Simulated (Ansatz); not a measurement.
C2H9BOSi can be A, `CBC[SiH2]O`, or B, `CCBO[SiH3]`.

Isolated molecules relaxed with PBE0-D4/def2-TZVP in Ansatz; ΔE leaves out vibrations. CBS: MP2 limit from def2 TZ/QZ plus the TZ coupled-cluster correction, frozen cores. Functionals use def2-TZVPP. B3LYP here is the variant with VWN-RPA as its local correlation; programs differ in this. One conformer a species, not always the lowest.

A:

```xyz
14

C     0.1734   -1.4322    1.7039
B     0.1412   -1.3006    0.1504
C    -0.6913   -0.2318   -0.5935
Si    0.2947    1.3372   -0.8262
O    -0.7020    2.3913   -1.6142
H     1.2062   -1.3935    2.0706
H    -0.1795   -2.4338    1.9831
H    -0.4218   -0.6955    2.2477
H     0.8330   -2.0455   -0.4937
H    -1.5780    0.0927   -0.0361
H    -0.9757   -0.5231   -1.6100
H     0.7154    1.8979    0.4890
H     1.5271    1.0884   -1.6253
H    -0.3425    3.2484   -1.8457
```

B:

```xyz
14

C    -0.759   -2.331    0.327
C    -0.724   -0.873    0.774
B     0.266    0.046   -0.012
O     0.043    1.382   -0.084
Si    0.901    2.615   -0.773
H    -1.400   -2.940    0.969
H     0.241   -2.773    0.342
H    -1.137   -2.425   -0.694
H    -0.390   -0.822    1.823
H    -1.727   -0.432    0.779
H     1.259   -0.399   -0.540
H     2.121    2.089   -1.439
H     1.276    3.574    0.294
H     0.029    3.288   -1.766
```

Q: Which isomer does CCSD(T)/CBS put lower? Give the gap. (Estimate.)

A: Computed: B, by 62.8 kJ/mol.

Q: Give E(B) − E(A) in kJ/mol with r2SCAN-D4, LDA (SPW92), CCSD(T)/def2-SVP, B3LYP, CCSD/def2-TZVPP, B2PLYP, PBE0-D4. (Estimate.)

A: Ansatz gave: r2SCAN-D4 -57.3, LDA (SPW92) -58.8, CCSD(T)/def2-SVP -97.0, B3LYP -70.9, CCSD/def2-TZVPP -68.3, B2PLYP -69.1, PBE0-D4 -57.4. None reverses the order clearly.

Q: Does the order hold for the free energy at 298.15 K (harmonic terms from PBE0-D4)? (An estimate is asked.)

A: Ansatz gave: Yes: G(B) − G(A) = -58.9 kJ/mol, for one conformer each. Modes under 60 cm⁻¹, often nearly free rotors, make the harmonic entropy too high.

Largest T1 diagnostic: 0.011.

Leaving LDA and LC-ωPBE aside and taking each functional with its dispersion term where it has one, the values, not all of them listed here, spread over 16.1 kJ/mol, from BHLYP-D4 to revPBE-D4. In def2-TZVPP, CCSD(T) changes the Hartree–Fock value by +18.3 kJ/mol (the triples alone add +1.8 kJ/mol) and MP2 by +22.5 kJ/mol.
